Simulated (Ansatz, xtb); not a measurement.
**Ranking isomers of C6H5Br**

12 gas-phase structures of C6H5Br, from a drawn sample of its isomers (lower ones may exist). Each was relaxed with GFN2-xTB:

A. `C#C/C(C=C)=C/Br`, a singlet
B. `C#C/C(C=C)=C\Br`, a singlet
C. `C#C/C=C/C=C/Br`, a singlet
D. `C#CC(=C)C(=C)Br`, a singlet
E. `C#C/C(Br)=C/C=C`, a singlet
F. `C#C/C=C(\Br)C=C`, a singlet
G. `C#C/C(Br)=C\C=C`, a singlet
H. `C#CC(=C)/C=C\Br`, a singlet
I. `C#CC(=C)/C=C/Br`, a singlet
J. `C#C/C=C(/Br)C=C`, a singlet
K. `C#C/C=C/C(=C)Br`, a singlet
L. `C#C/C=C\C(=C)Br`, a singlet

Task: Make a reasoned guess at their ranking by r2SCAN-D4/def2-SVP single-point energy.

Result: Calculated order at r2SCAN-D4/def2-SVP: C (0.0), K (0.8), J (1.0), F (1.1), E (2.0), G (2.2), I (3.6), A (3.7), B (4.0), D (5.1), L (5.3), H (7.9) kcal/mol. Less than 1 kcal/mol parts C and K; K and J; J and F; F and E; E and G; I and A; A and B; D and L, so the order within those pairs means little.

Energies above the lowest of each column, in kcal/mol; the last columns are at B3LYP-D3(BJ)/def2-SVP geometries and were run for some of them only (a dash: not run or not comparable):

```
structure  GFN2-xTB  HF/STO-3G  r2SCAN-D4/def2-SVP  B3LYP-D3(BJ)/def2-SVP  CCSD(T)/def2-SVP + ΔMP2/def2-TZVPP
        C       0.0        0.0                 0.0                    0.0                                 0.5
        K       1.2        2.2                 0.8                    0.5                                 0.0
        J       1.1        2.2                 1.0                    0.7                                 0.1
        F       1.6        2.3                 1.1                    0.6                                 0.2
        E       2.0        2.1                 2.0                    1.6                                 1.6
        G       1.7        2.0                 2.2                    1.7                                 1.5
        I       2.3        1.6                 3.6                      –                                   –
        A       2.8        2.2                 3.7                      –                                   –
        B       2.9        2.3                 4.0                      –                                   –
        D       3.7        4.0                 5.1                      –                                   –
        L       3.9        6.2                 5.3                      –                                   –
        H       5.1        5.6                 7.9                      –                                   –
```

CCSD(T)/def2-SVP + ΔMP2/def2-TZVPP has C and F and J and K within 1 kcal/mol of each other at the bottom, and every level picks one of them. CCSD(T)/def2-SVP + ΔMP2/def2-TZVPP orders those it was run on as K (0.0), J (0.1), F (0.2), C (0.5), G (1.5), E (1.6) kcal/mol. Less than 1 kcal/mol parts K and J; J and F; F and C; G and E, so the order within those pairs means little. Flexible structures stand in one conformer each, not always the lowest. Frequencies (GFN2-xTB) were run for C, E, F, G, J, K alone. ΔMP2 is the change of the MP2 energy from the smaller to the larger basis.

Over these structures GFN2-xTB departs from r2SCAN-D4/def2-SVP by 0.7 kcal/mol on average once a common shift is removed. A GFN2-xTB relaxation took about 0.14 s and the r2SCAN-D4/def2-SVP energy about 3.9 s on a shared host (Ansatz 0.2.0, xtb 6.7.1).
